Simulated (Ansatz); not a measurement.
Basis-set extrapolation for BH$_{3}$O$_{2}$Si (PBE0-D4/def2-TZVP geometry, frozen core, Ansatz 0.2.0). Multiplicity 1, RHF reference.

```
                      def2-TZVPP   def2-QZVPP
                 HF  -465.333144  -465.351393
    MP2 correlation    -0.675692    -0.729282
CCSD(T) correlation    -0.721687      not run
```

Energies in hartree. Use E(X) = E(∞) + A·exp(−7.88·√X) for Hartree–Fock and E(X) = E(∞) + B·X^(−2.97) for correlation, with X = 3 and 4, and add CCSD(T) minus MP2 of the smaller set to the MP2 limit.

What is the CCSD(T) energy at the basis-set limit?

HF limit: -465.351393 + (-0.018249) × 0.13774 = -465.35391. MP2 limit: -0.729282 + (-0.053590) × 0.74074 = -0.76898. Higher-order term: -0.721687 − (-0.675692) = -0.04600. Total: -466.16889 hartree, 3.10 eV below CCSD(T)/def2-TZVPP.
